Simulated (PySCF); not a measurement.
# Spin-rotation constants: `S[SiH]1OCCO1`, C₂H₆O₂SSi

Molfile (atoms numbered from 1):
```
C2H6O2SSi
     RDKit          3D

 12 12  0  0  0  0  0  0  0  0999 V2000
    2.8310    0.4821    0.9119 S   0  0  0  0  0  0  0  0  0  0  0  0
    1.0260    0.8940   -0.1248 Si  0  0  0  0  0  4  0  0  0  0  0  0
   -0.3672    1.0322    0.7959 O   0  0  0  0  0  0  0  0  0  0  0  0
   -1.1750   -0.1138    0.6121 C   0  0  0  0  0  0  0  0  0  0  0  0
   -0.8529   -0.6712   -0.7803 C   0  0  0  0  0  0  0  0  0  0  0  0
    0.5224   -0.4304   -1.0169 O   0  0  0  0  0  0  0  0  0  0  0  0
    2.4408   -0.7554    1.2916 H   0  0  0  0  0  0  0  0  0  0  0  0
    1.2773    2.1460   -0.8745 H   0  0  0  0  0  0  0  0  0  0  0  0
   -0.9496   -0.8642    1.3935 H   0  0  0  0  0  0  0  0  0  0  0  0
   -2.2363    0.1640    0.7065 H   0  0  0  0  0  0  0  0  0  0  0  0
   -1.4594   -0.1637   -1.5532 H   0  0  0  0  0  0  0  0  0  0  0  0
   -1.0538   -1.7519   -0.8454 H   0  0  0  0  0  0  0  0  0  0  0  0
  1  2  1  0
  2  3  1  0
  3  4  1  0
  4  5  1  0
  5  6  1  0
  6  2  1  0
  1  7  1  0
  2  8  1  0
  4  9  1  0
  4 10  1  0
  5 11  1  0
  5 12  1  0
M  END
```

Computed, not measured: GIAO CAM-B3LYP/pcSseg-1 magnetisability, rotational g tensor and spin-rotation constants, non-relativistic, gas phase (PySCF). Geometry: PBE0-D3(BJ)/def2-SVP.

Q: Give the nuclear spin-rotation constants along the inertial axes (H = +C I·J) beside the isotropic shieldings.

A: Rotational constants 5.0826, 1.6095, 1.4435 GHz. A star marks the isotopologue with that one atom substituted, in its own axes.
```tsv
atom	isotope	Caa (kHz)	Cbb (kHz)	Ccc (kHz)	mean (kHz)	σ (ppm)
H7	1H	-0.475	-0.204	-0.017	-0.232	30.3
H8	1H	-0.382	-0.147	0.062	-0.155	26.2
H9	1H	-0.464	-0.152	0.053	-0.188	27.5
H10	1H	0.035	-0.085	-0.150	-0.066	27.4
H11	1H	-0.261	-0.153	-0.003	-0.139	27.5
H12	1H	-0.439	-0.086	-0.014	-0.180	27.4
S1	33S*	1.185	0.303	0.170	0.553	663.7
Si2	29Si*	-3.431	-0.955	-0.999	-1.795	332.2
O3	17O*	-0.683	-0.089	-0.143	-0.305	278.7
C4	13C*	1.056	0.362	0.322	0.580	116.4
```
For the geometry as given, no vibrational averaging.

Q: How do the rotational constants and the g tensor change when H7, H8, H9, H10, H11, H12 are replaced by deuterium?

A: Constants 4.3682, 1.4405, 1.3270 GHz; g -0.0366, -0.0120, -0.0121, against -0.0425, -0.0132, -0.0130 before.
